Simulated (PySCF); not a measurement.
## Electron correlation in Sn²⁺ (tin, charge +2)

[Kr] 4d10 5s2, closed-shell 1S. Computed with PySCF 2.14 in def2-QZVPPD with the def2 core potential (28 electrons) (8s6p5d4f1g, 88 functions), with a scalar-relativistic core potential. Frozen: nothing; 20 electrons correlated.

| level | correlation energy (mhartree) |
| --- | --- |
| CCSD | -570.00 |
| (T) | -12.79 |
| CCSD(T) | -582.79 |

Diagnostics: T1 = 0.0077, D1 = 0.0287, largest double amplitude 0.074.

Question: Is a single reference adequate?

Answer: Mostly. T1 lies below 0.03, but a double amplitude of this size points to a near-degeneracy that CCSD handles and MP2 describes poorly.

The basis has no tight functions for the innermost shells, so their pair energies are far from complete.

This basis was not built for core-valence correlation, so the inner-shell part is incomplete.
